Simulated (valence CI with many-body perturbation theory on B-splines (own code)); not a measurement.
## Which ion has this spectrum?

A relativistic CI+MBPT calculation for an atom or ion with 5 electrons gives these levels (Ry):

| J | Parity | E | g |
| --- | --- | --- | --- |
| 1/2 | odd | 0.00 | 0.61 |
| 1/2 | even | 20.41 | 2.02 |
| 3/2 | odd | 114.34 | 1.30 |
| 3/2 | even | 128.73 | 1.62 |
| 5/2 | even | 131.74 | 1.30 |
| 1/2 | even | 137.21 | 1.27 |
| 3/2 | even | 137.35 | 0.97 |
| 3/2 | odd | 158.50 | 1.31 |
| 5/2 | even | 244.37 | 1.41 |
| 1/2 | even | 252.58 | 1.92 |
| 3/2 | even | 252.62 | 1.17 |
| 3/2 | odd | 269.12 | 1.43 |
| 5/2 | odd | 270.78 | 1.16 |
| 1/2 | odd | 275.13 | 0.61 |

The energies are calculated, and their last digits are not significant.

(1) Which is it?
A. Re70+
B. Ta68+
C. Os71+
D. Pt73+

Answers

(1) A. Re70+, ground level (2s^2 2p1/2) J=1/2.
